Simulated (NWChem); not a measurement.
System: AlSiH4O2F; SMILES [O]([Al]([OH])[F])[SiH3]

Here is an NWChem input.

```
start job
memory heap 200 mb stack 900 mb global 1100 mb
geometry units angstroms noautosym nocenter noautoz
  Al    -0.041337     1.033384     0.001514
  F      1.339114     1.975286    -0.003564
  O     -1.586490     1.751806     0.000834
  H     -1.689825     2.716244    -0.004770
  O      0.111888    -0.648466     0.008633
  Si     0.040354    -2.306934     0.001441
  H     -1.369488    -2.775454    -0.243510
  H      0.506587    -2.845167     1.327497
  H      0.926874    -2.852936    -1.085399
end
basis spherical
  Al library cc-pvtz
  F library cc-pvtz
  O library cc-pvtz
  H library cc-pvtz
  Si library cc-pvtz
end
dft
  xc pbe0
  iterations 150
  semidirect filesize 400000000
end
property
  efieldgrad
end
task dft property
```

Structure relaxed at the PBE-D3(BJ)/def2-SVP level.

Vzz is the largest principal value of the second derivative of the potential at the nucleus (NWChem prints the opposite sign); η is the asymmetry. Non-relativistic.

Atoms are numbered as in the input.

Q: Predict the main results of this run. (PBE0/cc-pVTZ.) Quantities: Vzz Al1 (a.u.); η Al1; Vzz O3 (a.u.); η O3; Vzz O5 (a.u.); η O5.

A: 
```json
{
 "Vzz Al1 (a.u.)": "1.031",
 "η Al1": "0.24",
 "Vzz O3 (a.u.)": "1.322",
 "η O3": "0.23",
 "Vzz O5 (a.u.)": "0.922",
 "η O5": "0.24"
}
```
